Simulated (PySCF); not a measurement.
C4H4BNO, SMILES N#CC1B(CC=1)O.

Geometry optimised at PBE0-D3(BJ)/def2-SVP. This is a generated structure with no PubChem entry under its InChIKey; it may be hypothetical. Other conformers were not sampled.

Method: PBE/def2-TZVP (PySCF).

The molecule is in vacuum.

The total energy comes out as -309.39292 hartree, the point group is Cs and the highest occupied level is -6.97 eV. The lowest empty level is -2.81 eV and the orbital gap comes out as 4.16 eV. The dipole moment comes out as 5.82 D and the quadrupole, principal values (traceless, Buckingham form, about the centre of nuclear charge) is -10.73, 2.40, 8.34 D·Å. The mean static polarisability is 68.6 bohr³ (10.17 Å³). The polarisability, principal values is 42.1, 65.6, 98.2 bohr³.
